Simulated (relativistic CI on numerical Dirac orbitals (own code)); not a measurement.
d3 in a ligand field

Computed with a parametric ligand-field model of a d^n configuration (Racah B and C, spin-orbit zeta, crystal field), exact diagonalisation.

Field parameters in Wybourne normalisation: Oh B⁴₀ = 21Dq, B⁴₄ = √(5/14) B⁴₀. The field is a parameter set, without covalency.

A d3 ion in Oh symmetry has the ground term 4A2 and bands at 4T2 11750 cm⁻¹ (851 nm), 2E 15784 cm⁻¹ (634 nm), 2T1 16638 cm⁻¹ (601 nm), 4T1 18574 cm⁻¹ (538 nm), 2T2 22480 cm⁻¹ (445 nm), 4T1 29726 cm⁻¹ (336 nm). Which parameters reproduce them?

B = 870, C = 3270, ζ = 0 cm⁻¹, Oh, 10Dq = 11750 cm⁻¹.

A d3 ion in Oh symmetry has the ground term 4A2 and bands at 2E 13427 cm⁻¹ (745 nm), 2T1 14046 cm⁻¹ (712 nm), 2T2 20806 cm⁻¹ (481 nm), 4T2 21700 cm⁻¹ (461 nm), 4T1 29114 cm⁻¹ (343 nm), 4T1 46636 cm⁻¹ (214 nm). Which parameters reproduce them?

B = 710, C = 2700, ζ = 0 cm⁻¹, Oh, 10Dq = 21700 cm⁻¹.

Ground term and bands for B = 970, C = 4200, ζ = 0 cm⁻¹, Oh, 10Dq = 9050 cm⁻¹?

Ground term 4A2 with 0.00 electrons in the two orbitals of the cubic e set. Spin-allowed: 4T2 9050 cm⁻¹ (1105 nm), 4T1 15028 cm⁻¹ (665 nm), 4T1 26672 cm⁻¹ (375 nm). Lowest spin-forbidden: 2E 19032 cm⁻¹ (525 nm), 2T1 19902 cm⁻¹ (502 nm), 2T2 25501 cm⁻¹ (392 nm). With an A2 ground term the first spin-allowed band lies at |10Dq| itself.

Ground term and bands for B = 810, C = 4040, ζ = 0 cm⁻¹, Oh, 10Dq = 16550 cm⁻¹?

Ground term 4A2 with 0.00 electrons in the two orbitals of the cubic e set. Spin-allowed: 4T2 16550 cm⁻¹ (604 nm), 4T1 24188 cm⁻¹ (413 nm), 4T1 37612 cm⁻¹ (266 nm). Lowest spin-forbidden: 2E 17998 cm⁻¹ (556 nm), 2T1 18717 cm⁻¹ (534 nm), 2T2 26336 cm⁻¹ (380 nm). With an A2 ground term the first spin-allowed band lies at |10Dq| itself.

Ground term and bands for B = 380, C = 1810, ζ = 0 cm⁻¹, Oh, 10Dq = 33050 cm⁻¹?

Ground term 4A2 with 0.00 electrons in the two orbitals of the cubic e set. Spin-allowed: 4T2 33050 cm⁻¹ (303 nm), 4T1 37436 cm⁻¹ (267 nm), 4T1 67414 cm⁻¹ (148 nm). Lowest spin-forbidden: 2E 8562 cm⁻¹ (1168 nm), 2T1 8754 cm⁻¹ (1142 nm), 2T2 13929 cm⁻¹ (718 nm). With an A2 ground term the first spin-allowed band lies at |10Dq| itself.
